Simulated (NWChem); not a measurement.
SiHI, singlet; SMILES [SiH]I

All runs: NWChem. Low-valent species are run as closed-shell singlets; no triplet was tried in these runs. Coordinates come from a PBE0-D3(BJ)/def2-TZVP optimisation. def2 effective core potentials on I; no spin-orbit coupling. Ions are spin-unrestricted doublets at the neutral geometry; other ion states weren't tried. Functional: LC-ωPBE (HJS hole) with def2-SVP; rows give the range parameter ω in 1/bohr.

Question: At which range parameter does −ε(HOMO) equal the ΔSCF ionisation energy (optimal tuning)?

Answer: about 0.37 per bohr, by linear interpolation in these runs:
| range parameter (1/bohr) | vertical ionisation energy, ΔSCF (eV) | −ε(HOMO) (eV) | ΔSCF minus −ε(HOMO) (eV) |
|---|---|---|---|
| 0.05 | 8.77 | 6.49 | 2.28 |
| 0.30 | 9.13 | 8.90 | 0.23 |
| 0.35 | 9.20 | 9.15 | 0.05 |
| 0.40 | 9.26 | 9.34 | -0.08 |
| 0.80 | 9.44 | 9.96 | -0.52 |
